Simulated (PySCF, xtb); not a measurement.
C6H4N2, SMILES N#Cc1ccncc1.

GFN2-xTB (xtb 6.7.1) at its own geometry gives an orbital gap of 2.46 eV and a dipole moment of 1.75 D.

Geometry optimised at TPSSh-D3(BJ)/def2-SVP.

Q: What does r2SCAN/def2-TZVP (PySCF) give? (The exact figures need the calculation; the answer reports its results.)

A: gap 3.87 eV (levels -6.91 and -3.04 eV), dipole 2.15 D.
